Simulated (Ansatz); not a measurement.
Frontier orbitals of CH$_{8}$BFSi$_{2}$, SMILES `FB([SiH3])C[SiH3]`.

Charge 0, multiplicity 1. Geometry: relaxed with PBE0-D4/def2-TZVP. It is one conformer, not always the lowest. Basis def2-TZVPP, Ansatz 0.2.0.

| functional | HOMO (eV) | LUMO (eV) | gap (eV) |
| --- | --- | --- | --- |
| LDA (SPW92) | -6.81 | -2.54 | 4.27 |
| PBE | -6.70 | -2.30 | 4.40 |
| revPBE | -6.65 | -2.20 | 4.45 |
| BLYP | -6.60 | -2.13 | 4.47 |
| PBE0 | -7.99 | -1.38 | 6.61 |
| HSE06 (plane-wave form) | -7.59 | -1.76 | 5.83 |
| BHLYP | -9.21 | -0.34 | 8.87 |
| ωB97X-V | -10.34 | 0.80 | 11.14 |
| ωB97M-V | -10.16 | 0.57 | 10.73 |

From PBE to PBE0 the HOMO moves by −1.29 eV and the LUMO by +0.92 eV, and with ωB97M-V by −3.46 and +2.88 eV, so the gap grows from 4.39 to 10.73 eV with exact exchange. A positive LUMO is unbound and depends on the basis.
